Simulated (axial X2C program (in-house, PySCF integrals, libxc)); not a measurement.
**Low determinants of SrCl at the PBE0 level, two-component**

All values were computed with an in-house relativistic program for diatomic molecules. Two-component (2c) means X2C with spin–orbit coupling and atomic mean-field two-electron Coulomb and Gaunt terms. Basis: Sr dyall-v3z [13s12p8d3f], Cl dyall-v3z [8s7p2d1f] (cores contracted in-house); Gaussian nuclei, density fitting, unrestricted open shells. Masses: Sr 87.906 u, Cl 34.969 u.

Search at 2.574 Å (vertical energies from the lowest determinant):

```csv
ΔE (eV),state,electrons beyond evenly filled partner blocks,"electrons in ±ω = 1/2, 3/2, 5/2, 7/2"
0.00,Ω = 1/2,ω = 1/2,39 14 2 0
1.82,Ω = 3/2,ω = 3/2,38 15 2 0
2.34,Ω = 5/2,ω = 5/2,38 14 3 0
5.25,Ω = 3/2,ω = 3/2,40 13 2 0
6.60,Ω = 7/2,"ω = 1/2, 2 × ω = 3/2",39 14 2 0
6.61,Ω = 5/2,"2 × ω = 1/2, ω = 3/2",40 13 2 0
6.70,Ω = 5/2,"2 × ω = 1/2, ω = 3/2",38 15 2 0
```

Lowest determinant, Ω = 1/2 (⟨Sz⟩ = 0.50, ⟨Lz⟩ = 0.00 at PBE0): Re = 2.567 Å, ωe = 303.5 cm⁻¹.

The determinant in row 2 of the search, Ω = 3/2 (⟨Sz⟩ = 0.50, ⟨Lz⟩ = 1.00 at PBE0), was followed along the bond at PBE0; measured from the minimum of the lowest determinant it gives:

Te = 1.821 eV (14684 cm⁻¹), Re = 2.551 Å, ωe = 306.3 cm⁻¹.

(1) Compare the bond of the determinant in row 2 with that of the lowest one.

The search compares states at one distance, so a state with another bond length can lie lower; it is not exhaustive and yields mostly the lowest determinant of each block pattern, so other components and higher states of one pattern are missing. These are energies of single determinants, not of spin-adapted states; PBE0 term energies can be off by some tenths of an eV, and the functional has no current term.

## Answers

(1) At PBE0 its Re is 0.016 Å shorter and its force constant, which goes as ωe², is 1.02 times that of the lowest determinant. T0 ≈ Te + Δωe/2 = 14684 + (1) = 14685 cm⁻¹.
